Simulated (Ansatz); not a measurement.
```xyz
7

S    -0.505   -1.182   -1.370
C     0.196   -0.038   -0.070
C     1.471    0.251    0.122
Al   -1.663   -0.123    0.056
Cl   -3.523    0.327    0.832
H     1.757    0.934    0.915
H     2.267   -0.170   -0.486
```

Charge 0, multiplicity 1. The bonds changed during the relaxation, so this is another structure than the one it started from.

Problem. List the r2SCAN/def2-TZVPP orbital energies in eV (Ansatz). (Estimate.)

Solution. Computed: Occupied: -2754.02, -2409.05, -1518.49, -273.92, -273.05, -255.41, -213.45, -193.92, -193.83, -193.82, -157.52, -157.40, -157.37, -111.95, -72.26, -72.11, -72.06, -21.91, -20.58, -18.15, -13.51, -11.62, -11.07, -10.66, -9.27, -9.21, -8.43, -8.03, -6.48, -5.82. Lowest empty: -2.07, -1.97, -0.19, 0.09, 0.34, 2.05, 2.42, 2.73.
